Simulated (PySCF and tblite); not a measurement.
The numbers below are computed, except where a source is named.
**Ring inversion: stationary points, barriers and rates**

System: C₅H₁₂Si, numbered as in [CH3:1][C@H:2]1[CH2:3][CH2:4][SiH2:5][CH2:6]1.

Motion: inversion of the 5-membered ring (2–3–4–5–6). The path came from a restrained scan, a climbing-image band and a saddle search at GFN2-xTB; energies are PBE0/pcSseg-1 + D3(BJ)//GFN2-xTB, thermal terms GFN2-xTB. Rates follow Eyring's equation with the number of equivalent paths and no tunnelling. (PySCF 2.14 with density fitting, tblite 0.8.)

| point | symmetry | E(GFN2) kcal/mol | E(DFT) kcal/mol | ZPE change kcal/mol | lowest mode cm⁻¹ | dipole D |
| --- | --- | --- | --- | --- | --- | --- |
| start (twist) | C1 | 0.0 | 0.0 | 0.00 | 103 | 0.49 |
| saddle (envelope) | C1 | 4.3 | 4.9 | -0.04 | 75i | 0.36 |
| end (between envelope and twist) | C1 | 0.3 | 0.6 | 0.13 | 110 | 0.54 |

| Quantity | Value |
| --- | --- |
| Electronic barrier | 4.9 kcal/mol |
| Barrier with zero-point energy | 4.9 kcal/mol |
| ΔH‡ (298 K) | 4.4 kcal/mol |
| ΔS‡ (298 K, symmetry apart) | -3.0 cal/(mol K) |
| Paths | 1 equivalent path |
| End point | a different minimum |
| Mean lifetime of the start against this motion at 298 K | 1.2 ns |
| Cost | 72 s on 1 thread of AMD EPYC 7B13, on a host shared with other jobs (rough), peak memory 0.84 GiB, launched as `OMP_NUM_THREADS=1 python ens_run.py task.json out` |

```
T/K  ΔG‡ kcal/mol     k s⁻¹  ΔG kcal/mol  k back s⁻¹
150           5.0   1.7×10⁵          0.8     2.2×10⁶
200           5.1   1.2×10⁷          0.8     8.7×10⁷
250           5.2   1.5×10⁸          0.8     7.9×10⁸
298           5.3   8.1×10⁸          0.8     3.3×10⁹
350           5.5   2.9×10⁹          0.9      1×10¹⁰
400           5.6   7.3×10⁹          0.9    2.2×10¹⁰
500           5.9  2.7×10¹⁰          1.0      7×10¹⁰
```

ΔG and ΔG‡ leave out symmetry numbers and mirror images; rates count paths: 1 out, 1 back.
